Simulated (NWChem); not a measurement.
Molecule: tert-butylarsine (C4H11As); SMILES [AsH2]C(C)(C)C

```xyz
16

C     -0.0643    -1.3752     1.4237
C      0.0001    -0.8345    -0.0011
C      1.2858    -1.2960    -0.6872
C     -1.2184    -1.2960    -0.8004
As     0.0019     1.1748    -0.0431
H     -0.0637    -2.4805     1.4122
H     -0.9786    -1.0481     1.9426
H      0.7992    -1.0479     2.0231
H      1.3576    -0.9186    -1.7197
H      1.3177    -2.3986    -0.7329
H      2.1828    -0.9626    -0.1411
H     -1.1968    -0.9187    -1.8352
H     -2.1611    -0.9627    -0.3375
H     -1.2460    -2.3987    -0.8489
H     -1.1439     1.3443     0.9526
H      1.0532     1.3444     1.0519
```
Atoms are numbered in this order, from 1.

Computed with NWChem. Pople sets run with spherical d functions. The geometry was optimised at PBE0/def2-SVP. Not confirmed as a minimum by frequencies. GIAO values for the isolated, static molecule; σ is the absolute isotropic shielding, δ = σ(reference) − σ with the isolated reference molecule computed at the same levels (13C: tetramethylsilane, 1H: tetramethylsilane).

```
level                                 δ C1 (ppm)  δ C2 (ppm)  δ C3 (ppm)  σ As5 (ppm)  δ H6 (rotor mean) (ppm)  δ H9 (rotor mean) (ppm)  δ H15 (ppm)
------------------------------------  ----------  ----------  ----------  -----------  -----------------------  -----------------------  -----------
LDA (Slater exchange, VWN5)/pcSseg-1           ?           ?           ?            ?                     1.59                     1.26            ?
KT2/pcSseg-1                                41.3        37.4        32.1       1519.1                     1.59                     1.27         3.25
B3LYP/6-311G**                              40.1        38.3        31.5       1459.9                     1.48                     1.20         3.34
```

Question: Some entries are withheld; supply them.

Answer: 
- LDA (Slater exchange, VWN5)/pcSseg-1, δ C1 (ppm): 43.5
- LDA (Slater exchange, VWN5)/pcSseg-1, δ C2 (ppm): 39.4
- LDA (Slater exchange, VWN5)/pcSseg-1, δ C3 (ppm): 33.3
- LDA (Slater exchange, VWN5)/pcSseg-1, σ As5 (ppm): 1421.4
- LDA (Slater exchange, VWN5)/pcSseg-1, δ H15 (ppm): 3.54
